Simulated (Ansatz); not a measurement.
`B[SiH2]OC` + `F[CH2][AlH][GeH3]` → `CO[SiH2]F` + `B[CH2][AlH][GeH3]`  (redistribution)

Computed with Ansatz on PBE0-D4/def2-TZVP structures; ΔE is electronic, products minus reactants. CBS: MP2 limit from def2 TZ/QZ plus the TZ coupled-cluster correction, frozen cores. Functionals use def2-TZVPP. For Ge outer-core shells are correlated without core-valence functions, which leaves a few kJ/mol of doubt a bond. Scalar relativity is left out up to krypton. Each species was taken in one conformer, which may not be the lowest.

```json
{"level": "B2PLYP", "ΔE (kJ/mol)": "-339.4"}
{"level": "HF/def2-TZVPP", "ΔE (kJ/mol)": "-329.5"}
{"level": "SCS-MP2/def2-TZVPP", "ΔE (kJ/mol)": "-348.9"}
{"level": "SCS-MP2/def2-QZVPP", "ΔE (kJ/mol)": "-351.4"}
```

Task: What does CCSD(T)/CBS give? (Estimate.)

Result: Ansatz gave: -344.3 kJ/mol. The listed levels differ from it by 4.9, 14.8, -4.6, -7.1 kJ/mol.

Largest T1 diagnostic among the species: 0.012.

From PBE to PBE0 (25 % exact exchange), in def2-TZVPP and without D4, ΔE moves by −8.7 kJ/mol. The D4 term adds −3.1 kJ/mol with B3LYP and −1.7 kJ/mol with PBE0; it sums over pairs of atoms, weighted by their polarisabilities, and B3LYP, whose exchange is more repulsive, gets the larger term. In def2-TZVPP, CCSD(T) changes the Hartree–Fock value by −11.8 kJ/mol (the triples alone add −2.2 kJ/mol) and MP2 by −32.0 kJ/mol.

B3LYP here is the variant with VWN-RPA as its local correlation; programs differ in this.
